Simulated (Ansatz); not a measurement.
Calculated with Ansatz (gas phase, PBE0-D4/def2-TZVP geometries, no zero-point term in ΔE). CBS: MP2 limit from def2 TZ/QZ plus the TZ coupled-cluster correction, frozen cores. This one scheme is used for every species. DFT in def2-TZVPP. For Ge outer-core shells are correlated without core-valence functions, which leaves a few kJ/mol of doubt a bond. Scalar relativity is left out up to krypton. Each species was taken in one conformer, which may not be the lowest.

Reaction (cleavage of the Ge–Si bond): `[SiH3][GeH2][Cl]` + CH₃NH₂ → `C[NH][GeH2][Cl]` + SiH₄

`[SiH3][GeH2][Cl]`:

Cartesian coordinates in Å:
```
Si 0.562 1.037 -0.399
Ge -0.628 -0.934 0.205
Cl 0.245 -1.634 2.062
H 0.015 1.577 -1.671
H 1.996 0.698 -0.576
H 0.405 2.044 0.680
H -0.475 -2.088 -0.799
H -2.119 -0.699 0.498
```

CH₃NH₂:

Z-matrix (Å, degrees):
```
C
N 1 1.453
H 1 1.092 2 109.4
H 1 1.100 2 115.4 3 -121.6
H 1 1.092 2 109.4 3 116.8
H 2 1.012 1 110.6 3 62.6
H 2 1.012 1 110.6 3 -179.3
```

`C[NH][GeH2][Cl]`:

Cartesian coordinates in Å:
```
C 1.052 -0.907 0.297
N 0.367 -0.087 -0.686
Ge -0.911 1.083 -0.151
Cl -2.590 0.077 0.809
H 0.437 -1.719 0.706
H 1.951 -1.346 -0.142
H 1.374 -0.283 1.134
H 0.118 -0.609 -1.514
H -0.319 1.995 0.926
H -1.479 1.796 -1.380
```

SiH₄:

```xyz
5

Si    0.000    0.000    0.000
H    -1.300   -0.624    0.351
H     0.493   -0.570   -1.279
H     0.986   -0.272    1.076
H    -0.179    1.466   -0.148
```

CCSD(T)/CBS gives -5.2 kJ/mol.

**Question.** Another level gave +2.2 kJ/mol. Which?
A. PBE-D4/def2-TZVPP
B. LDA (SPW92)/def2-TZVPP
C. B2PLYP/def2-TZVPP
D. HF/def2-TZVPP

**Answer.** B. LDA (SPW92) 2.2, B2PLYP -6.9, HF/def2-TZVPP -12.3, PBE-D4 6.8 kJ/mol.

Largest T1 diagnostic among the species: 0.011.

From BLYP to BHLYP (50 % exact exchange), in def2-TZVPP and without D4, ΔE moves by −5.6 kJ/mol. At CCSD(T), def2-SVP lies −13.6 kJ/mol from the extrapolated value and def2-TZVPP −4.0 kJ/mol.
